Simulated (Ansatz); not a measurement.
**Energy profile**

The step: BH₃O₂ ([OH][BH][OH]) + HF + HF → BH₂O₂F ([OH][B]([OH])[F]) + HF + H₂; bonds formed: B1–F6, H2–H7, H5–F8; bonds broken: B1–H2, H5–F6, H7–F8 (atoms numbered as in the saddle structure below).

B1  (-0.406, -0.122, -0.317)
H2  (-0.427, -0.260, 1.028)
O3  (-0.283, -1.381, -0.841)
O4  (-1.420, 0.708, -0.734)
H5  (1.536, 0.429, 0.476)
F6  (0.997, 0.673, -0.480)
H7  (0.503, -0.214, 1.389)
F8  (1.620, 0.028, 1.560)
H9  (-0.752, -1.470, -1.674)
H10  (-1.368, 1.608, -0.409)
(Å)

Electronic energies by CCSD(T) at an estimated basis limit (MP2 extrapolated from triple and quadruple zeta, plus CCSD(T) − MP2 in triple zeta), on PBE0-D4/def2-TZVP structures; BH$_{5}$O$_{2}$F$_{2}$, singlet; no counterpoise correction. Program: Ansatz 0.2.0. Basis: def2-TZVPP and def2-QZVPP. Cores are frozen in the correlated methods. Extrapolation: Hartree–Fock as exp(−7.88 √X), correlation as X^−2.97.

**Question.** Give the profile in kcal/mol, counted from the separated reactants. (To be estimated.)

**Answer.** Computed:
| point | kcal/mol |
| --- | --- |
| separated: BH$_{3}$O$_{2}$ (linked as [OH][BH][OH]; B1, H2, O3, O4, H9, H10; singlet) + HF (H5, F6; singlet) + HF (H7, F8; singlet) | 0.00 |
| start structure | -15.77 |
| saddle | 20.81 |
| end structure | -32.34 |
| separated: BH$_{2}$O$_{2}$F (linked as [OH][B]([OH])[F]; B1, O3, O4, F6, H9, H10; singlet) + H$_{2}$ (H2, H7; singlet) + HF (H5, F8; singlet) | -27.26 |

No T1 diagnostic of these runs exceeds 0.013.

For scale, one of the runs: CCSD(T)/def2-TZVPP, 225 basis functions, launched by `ansatz run in.yaml --threads 4 --pin off --events-out ev --progress --plain --max-ram 9574MiB`. Time: 2.7 min of wall clock on 4 CPU threads of an Intel Xeon; the host was shared. Peak host memory: 4.2 GiB.
